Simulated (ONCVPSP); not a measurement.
## Which change was made? (Pt, ONCV)

| Quantity | Value |
| --- | --- |
| Element | platinum (Pt) |
| Generator | ONCVPSP 4.0.1 |
| Type | optimised norm-conserving Vanderbilt (ONCV) |
| Functional | PBE |
| Relativity | fully relativistic |
| Frozen core | [Kr] 4d10 |
| Valence charge | 32 |
| Reference configuration | 4f14 5s2 5p6 5d9 6s1 |
| Partial waves | 5s+6s: rc 1.75 bohr, ncon 3, nbas 8, qcut 7.2 1/bohr, 2 projectors; 5p: rc 1.70 bohr, ncon 4, nbas 8, qcut 6.2 1/bohr, 2 projectors, debl 2.6 Ha; 5d: rc 1.65 bohr, ncon 4, nbas 8, qcut 5.2 1/bohr, 2 projectors, debl 2 Ha; 4f: rc 0.60 bohr, ncon 3, nbas 8, qcut 34.2 1/bohr, 2 projectors, debl 4 Ha |
| Local potential | polynomial inside 0.55 bohr (lpopt 5, dvloc0 0 Ha) |
| Core correction | Teter function, fcfact 4, rcfact 1.25 |

Open shells are filled in proportion to 2j + 1.

Cutoffs, loose and tight: the cutoffs (Ha) at which the residual kinetic energy of the hardest occupied pseudo-wave falls to 1 and 0.1 mHa per electron. They do not see the model core or the augmentation charge, which bear on the density cutoff. Test errors are all-electron minus pseudo excitation energies from the reference, over the configurations 4f14 5s2 5p6 5d9 6s0; 4f14 5s2 5p6 5d8 6s0; 4f14 5s2 5p6 5d7 6s0; 4f14 5s2 5p6 5d6 6s0; variants that change the core or the reference have their own tests. The largest error is taken over the tests solved by every variant that gives reliable tests at all, those not shown here included: 4f14 5s2 5p6 5d7 6s0; 4f14 5s2 5p6 5d8 6s0; 4f14 5s2 5p6 5d9 6s0.

The base gives: outcome: generated; cutoff, loose: 421 Ha; cutoff, tight: 467 Ha; bound ghosts: s, p3/2, p1/2; GHOST(+) flags above zero: s, d5/2, d3/2; largest test error (meV): +3.4.

**Question.** After one change the result is: outcome: generated; cutoff, loose: 352 Ha; cutoff, tight: 397 Ha; bound ghosts: s, p3/2, p1/2; GHOST(+) flags above zero: s, d5/2, d3/2; largest test error (meV): +3.3. Which change was it?
A. scalar-relativistic
B. f: rc 0.72
C. d: qcut 4.8

**Answer.** B. The others give: d: qcut 4.8 → outcome: generated; cutoff, loose: 421 Ha; cutoff, tight: 467 Ha; bound ghosts: s, p3/2, p1/2, d3/2; GHOST(+) flags above zero: s, d5/2; largest test error (meV): +4.2 | scalar-relativistic → outcome: generated; cutoff, loose: 421 Ha; cutoff, tight: 467 Ha; bound ghosts: s, p; GHOST(+) flags above zero: s, d; largest test error (meV): -11.
